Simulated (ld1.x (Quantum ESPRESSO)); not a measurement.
**rhenium: one change to a TM potential, before and after**

ld1.x (Quantum ESPRESSO) 7.5 input, shortened:

```
&input
   title='Re', zed=75., rel=1, dft='PZ', iswitch=3,
   config='[Xe] 4f14 5d5 6s1 6p0'
 /
 &inputp
   pseudotype=2, tm=.true., lloc=-1, rcloc=1.70,
   nlcc=.true., new_core_ps=.true., rcore=1.45
 /
3
6S  1  0   1.00   0.00  2.55  2.55  0.0
5P  2  1   6.00   0.00  1.95  1.95  0.0
5D  3  2   5.00   0.00  1.70  1.70  0.0
 &test
   configts(1)='5p6 5d5 6s1 6p0'
 /
```

Change: core correction Bessel-smoothed model core inside 2.08 bohr.

Cutoffs: the cutoffs (Ry, on a coarse ladder) from which the occupation-weighted sum of valence levels, in a spherical-Bessel basis at the reference potential, stays within 10 and 1 mRy of its value at 400 Ry; they do not see the model core or the augmentation charge, which bear on the density cutoff. Errors are all-electron minus pseudo energies relative to the spin-unpolarised reference configuration.

**Question.** What does the change do?

**Answer.** The potential gets neither clearly harder nor softer (35 Ry and 50 Ry → 35 Ry and 50 Ry); both files keep a bound ghost (s); of the 9 tests that both files solve, the error grows in 3 and shrinks in 1 by more than 15 % and 0.3 meV (median size 13.1 → 12.7 meV). A wider model core is smoother and lowers the density cutoff, which this test does not measure.

```csv
quantity,base,changed
"cutoff, loose",35 Ry,35 Ry
"cutoff, tight",50 Ry,50 Ry
bound ghosts,s,s
"error for 5p6 5d5 6s2 6p0, meV [ΔE -9.52 eV]",-1.2,-0.9
"error for 5p6 5d5 6s0 6p0, meV [ΔE 16.68 eV]",-13,-13
"error for 5p6 5d4 6s0 6p0, meV [ΔE 44.12 eV]",-0.8,+1.1
"error for 5p6 5d6 6s0 6p0, meV [ΔE 0.21 eV]",-32,-30
"error for 5p5 5d5 6s2 6p0, meV [ΔE 43.63 eV]",-319,-294
"error for 5p6 5d6 6s1 6p0, meV [ΔE -8.55 eV]",-3.2,-2.7
"error for 5p6 5d5 6s1.5 6p0, meV [ΔE -5.61 eV]",+0.5,+0.6
"error for 5p6 5d5 6s1 6p0 (spin-polarised), meV [ΔE -4.47 eV]",+121,+351
"error for 5p6 5d5 6s2 6p0 (spin-polarised), meV [ΔE -12.63 eV]",+68,+279
s: phases at 2.76 bohr within 0.05 rad from the reference energy up to (Ry; the scan ends near 5),1.7,1.7
p: phases at 2.76 bohr within 0.05 rad from the reference energy up to (Ry; the scan ends near 5),to the end of the scan,to the end of the scan
d: phases at 2.76 bohr within 0.05 rad from the reference energy up to (Ry; the scan ends near 5),to the end of the scan,to the end of the scan
```

 A true bound ghost makes a file unfit for plane-wave use even where its test errors are small: the radial tests pick states by their node count and pass the ghost by.
